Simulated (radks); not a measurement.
Q: These are the eigenvalues of the occupied orbitals of an atom or ion with whole-number occupations (eV). Method: Dirac Kohn-Sham, PBE, spin-unpolarised, spherical densities, point nucleus; computed with a radial shooting solver on a logarithmic mesh with Libxc functionals.

orbital  eigenvalue
1s1/2     -30303.59
2s1/2     -4625.437
2p1/2     -4328.319
2p3/2     -4076.497
3s1/2     -921.6169
3p1/2     -800.2032
3p3/2     -753.7353
3d3/2     -539.4274
3d5/2     -529.7707
4s1/2     -166.9710
4p1/2     -125.9168
4p3/2     -117.3250
4d3/2      -52.4056
4d5/2      -51.1554
5s1/2      -29.2931
5p1/2      -20.5862

Which element is it, and in what charge state? The configuration may be excited. Open shells, if any, fill j = l - 1/2 first.

A: Z = 51, antimony, charge +2: Sb2+ in [Kr] 4d10 5s2 5p1. The list shows which subshells hold electrons but not how many an open one holds; the 1s level, -1113.6 hartree, gives Z - s = 47.2 by -(Z - s)^2/2, which with screening and relativity narrows Z to a few neighbours, and the depths of the outer levels then fix element, charge and occupations together.
